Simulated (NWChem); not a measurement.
A series in which one site is exchanged, each optimised at PBE0/def2-SVP with NWChem, gas phase unless a solvent is named. All stand in one matching conformer (torsions within 35°), which need not be the lowest. 

A: C[O][GaH2] (CH$_{5}$GaO; site = Ga)
B: C[O][AlH2] (CH5AlO; site = Al)
C: O(C)B (CH₅BO; site = B)

### Question
Rank them by orbital gap (eV), PBE0/def2-SVP, lowest first.

### Answer
A (6.62), B (7.02), C (8.35)
